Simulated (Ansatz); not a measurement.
Isolated molecules relaxed with PBE0-D4/def2-TZVP in Ansatz; ΔE leaves out vibrations. CCSD(T)/CBS adds triple-zeta CCSD(T) − MP2 to the extrapolated MP2 energy (def2 sets, frozen cores). This one scheme is used for every species. DFT in def2-TZVPP. B3LYP here is the variant with VWN-RPA as its local correlation; programs differ in this. For Br outer-core shells are correlated without core-valence functions, which leaves a few kJ/mol of doubt a bond. Scalar relativity is left out up to krypton. Each species was taken in one conformer, which may not be the lowest.

Reaction (formal hydrolysis of the Si–F bond): `F[Si]Br` + H₂O → `O[Si]Br` + H–F

`F[Si]Br`:

Cartesian coordinates in Å:
```
F -1.251 0.069 -0.660
Si 0.120 -0.721 -0.408
Br 1.130 0.652 1.069
```

H₂O:

Z-matrix (Å, degrees):
```
O
H 1 0.960
H 1 0.960 2 105.1
```

`O[Si]Br`:

```xyz
4

O     0.937    0.394    0.456
Si   -0.655    0.762    0.516
Br   -1.533   -0.820   -0.886
H     1.252   -0.337   -0.086
```

H–F:

Z-matrix (Å, degrees):
```
F
H 1 0.920
```

Task: Is it downhill or uphill in electronic energy at CCSD(T)/CBS, and by how much? (An estimate is asked.)

Result: Computed: Uphill: ΔE = +0.24 eV.

Task: What do these levels give: r2SCAN0-D4, ωB97M-V, revPBE, B3LYP, r2SCANh, SCS-MP2/def2-QZVPP? (Best estimate.)

Result: Ansatz gave: r2SCAN0-D4 0.23, ωB97M-V 0.26, revPBE 0.27, B3LYP 0.29, r2SCANh 0.25, SCS-MP2/def2-QZVPP 0.24 eV.

Largest T1 diagnostic among the species: 0.012.

From BLYP to BHLYP (50 % exact exchange), in def2-TZVPP and without D4, ΔE moves by −0.03 eV. In def2-TZVPP, CCSD(T) changes the Hartree–Fock value by −0.05 eV (the triples alone add −0.01 eV) and MP2 by −0.08 eV. Leaving LDA and LC-ωPBE aside and taking each functional with its dispersion term where it has one, the values, not all of them listed here, spread over 0.07 eV, from PBE-QIDH to B97M-V. LDA lies −0.06 eV from PBE without D4.
